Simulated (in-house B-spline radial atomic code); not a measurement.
A calculation on Ba⁵⁺ (an excited or competing configuration): its settings, and results tabulated from the run. Computed with a radial B-spline atomic code at the basis-set limit: scalar-relativistic (X2C) BHandHLYP, spin-polarised, spherical fractional occupations, exact exchange averaged over the configuration, Fermi nucleus of rms radius 4.8378 fm.

Command:
```bash
python run_scf.py task.json out
```
Settings (nuclear radius in fm, mass in u):
```
Z                56
configuration    [Kr] 4d9 5s2 5p3 5f1
hamiltonian      x2c
method           bhandhlyp
spin_polarised   True
nucleus          fermi
rms_radius       4.8378
atomic_mass      137.90525
speed_of_light   137.035999084
exact_exchange   averaged over the configuration
```

Output (hartree, bohr):
```
 radial grid: 68 intervals, B-splines of order 8, outer radius 25.4386 bohr

 iter        energy (Eh)    residual
    1       -8103.292078    8.70e-01
    2       -8118.941648    5.18e-01
    3       -8124.004996    1.37e-01
    4       -8124.374262    4.02e-02
    5       -8124.398854    1.65e-02
    6       -8124.404507    1.96e-03
    7       -8124.404525    2.41e-04
    8       -8124.404526    2.35e-05
    9       -8124.404526    1.71e-06
   10       -8124.404526    6.89e-08

 total energy                     -8124.40453
 kinetic                            8675.5542
 electron-nucleus                 -19633.6315
 Hartree                            3030.8187
 exact exchange                      -96.9021
 exchange-correlation               -100.2437

 orbital      occ     eigenvalue          <r>       <r^2>       <1/r>       r_max
 1s up      1.000     -1377.3109    0.0249365 0.000853997     64.1141     0.01566
 1s down    1.000     -1377.2973    0.0249363 0.000853982     64.1145     0.01566
 2s up      1.000      -221.9931     0.109107   0.0141081     14.6634     0.09271
 2s down    1.000      -221.9622     0.109101   0.0141066     14.6642     0.09271
 2p up      3.000      -199.4286    0.0958598   0.0112335     13.3574     0.07427
 2p down    3.000      -199.3935    0.0958567   0.0112327     13.3577     0.07427
 3s up      1.000       -49.8235     0.290908   0.0968409     5.21677       0.266
 3s down    1.000       -49.7972     0.290851   0.0967889     5.21681      0.2661
 3p up      3.000       -42.4819     0.288887   0.0968485     4.82992      0.2602
 3p down    3.000       -42.4490     0.288856   0.0968099     4.82943      0.2603
 3d up      5.000       -31.7320     0.265946   0.0834374     4.54393      0.2149
 3d down    5.000       -31.6937     0.266125    0.083563     4.54139       0.215
 4s up      1.000       -12.2157     0.669123     0.50462     2.13096      0.6229
 4s down    1.000       -12.0956     0.669565    0.505159     2.12813      0.6232
 4p up      3.000        -9.7703     0.707744    0.568638     1.94423      0.6501
 4p down    3.000        -9.6343     0.708918    0.570339     1.93916       0.651
 4d up      5.000        -6.1284     0.783398    0.709256     1.68348      0.6892
 4d down    4.000        -6.0411     0.781497    0.705186     1.68768      0.6896
 5s up      1.000        -3.5963      1.50638     2.52623    0.884702       1.405
 5s down    1.000        -3.3561       1.5115     2.54942    0.884755       1.402
 5p up      3.000        -2.8557      1.66187     3.08287    0.789553       1.541
 5f up      1.000        -1.0247      3.14168     11.2506     0.42816       2.945
```

Cost of the run: 0.56 s on 1 thread of Arm Neoverse N1, with other jobs on the host.

One-electron X2C: radii and densities carry no picture-change correction, so inner-shell <1/r> comes out high (for 1s by about 2 % at Z = 33, 5 % at 54, 10 % at 75, 30 % at 118) and <r> low.
